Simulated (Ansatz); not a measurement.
Two structures of BH2BrF2, closed shell, reached by relaxing down either side of one saddle point (PBE0-D4/def2-TZVP). Energies are electronic, without zero-point energy. Ansatz 0.2.0; basis: def2-TZVPP and def2-QZVPP; cores frozen in the correlated methods. Filled d shells of the heavier atoms are correlated. The def2 sets are not built for correlating such inner shells, so the correlated values are less sure here. Extrapolation: Hartree–Fock as exp(−7.88 √X), correlation as X^−2.97. First:

```json
{"atom": "B1", "x (Å)": "-0.9255", "y (Å)": "-0.3398", "z (Å)": "-0.0747"}
{"atom": "Br2", "x (Å)": "-1.4981", "y (Å)": "1.2684", "z (Å)": "-0.9169"}
{"atom": "F3", "x (Å)": "-0.4893", "y (Å)": "-1.3438", "z (Å)": "-0.7925"}
{"atom": "F4", "x (Å)": "-0.9772", "y (Å)": "-0.4596", "z (Å)": "1.2277"}
{"atom": "H5", "x (Å)": "1.8636", "y (Å)": "0.7637", "z (Å)": "0.1157"}
{"atom": "H6", "x (Å)": "2.0265", "y (Å)": "0.1112", "z (Å)": "0.4408"}
```

Second:

B1  (0.070, -1.050, 0.476)
Br2  (-0.723, 1.870, -0.993)
F3  (-0.312, -1.747, -0.571)
F4  (-0.799, -0.865, 1.446)
H5  (0.580, 2.432, -0.924)
H6  (1.185, -0.640, 0.566)
(Å)

(1) Which bonds change from the first to the second?

(2) Give the saddle point's structure and its height above each. (To be estimated.)

T1 diagnostic: at most 0.011. The end structure is not quite a true minimum (one mode of 54i cm⁻¹).

Results:

(1) BBrF₂ ([F][B]([F])[Br]) + H₂ → BHF₂ ([F][BH][F]) + HBr; bonds formed: B1–H6, Br2–H5; bonds broken: B1–Br2, H5–H6.

(2) Computed: 1.703 eV above the first and 1.316 eV above the second (CCSD(T) at an estimated basis limit (MP2 extrapolated from triple and quadruple zeta, plus CCSD(T) − MP2 in triple zeta)).
```xyz
6
angstrom
B -0.1081 -0.4234 0.1592
Br -0.7611 1.5261 -0.8517
F -0.1992 -1.3961 -0.7295
F -0.6987 -0.4909 1.3386
H 0.6321 0.7847 -0.1908
H 1.1351 -0.0003 0.2743
```

Labels in which every atom is bracketed show which atoms are joined, not bond orders.

For scale, one of the runs: CCSD(T)/def2-TZVPP, 169 basis functions (an equivalent command: `ansatz run in.yaml --threads 4`). Hardware: 4 CPU threads, shared host. Wall time 46 s; peak host memory 1.6 GiB.
